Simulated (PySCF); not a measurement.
## How methods differ on the excitation energy of Bi

Bi [Xe] 4f14 5d10 6s2 6p3 (4S) → Bi [Xe] 4f14 5d10 6s1 6p4 (4P), as a difference of total energies. All numbers are calculated (PySCF 2.14, a scalar-relativistic core potential, in aug-cc-pwCVTZ-PP with ECP60MDF (8s7p6d4f1g, 96 functions)). Correlated levels: valence: 5s2 5p6 5d10 frozen; valence and next inner shell: nothing frozen outside the core potential. The calculations carry no spin-orbit coupling.

```json
{"method": "UHF", "excitation energy (cm⁻¹)": "74597"}
{"method": "LDA", "excitation energy (cm⁻¹)": "81189"}
{"method": "PBE", "excitation energy (cm⁻¹)": "79750"}
{"method": "PBE0", "excitation energy (cm⁻¹)": "79055"}
{"method": "r2SCAN", "excitation energy (cm⁻¹)": "78715"}
{"method": "PBEsol", "excitation energy (cm⁻¹)": "80288"}
{"method": "wB97X-V", "excitation energy (cm⁻¹)": "79028"}
{"method": "B97-3", "excitation energy (cm⁻¹)": "78699"}
{"method": "M06-2X", "excitation energy (cm⁻¹)": "75975"}
{"method": "MP2 (valence)", "excitation energy (cm⁻¹)": "74338"}
{"method": "SCS-MP2 (valence)", "excitation energy (cm⁻¹)": "74235"}
{"method": "MP2 (valence and next inner shell)", "excitation energy (cm⁻¹)": "80576"}
{"method": "SCS-MP2 (valence and next inner shell)", "excitation energy (cm⁻¹)": "79392"}
```

Spin-orbit coupling is strong in these open shells (close to jj coupling). The scalar numbers leave it out and a first-order estimate fails, so it can dominate the gap to the real levels.

The upper state lies above the first ionisation limit, where it may autoionise and the basis confines it.
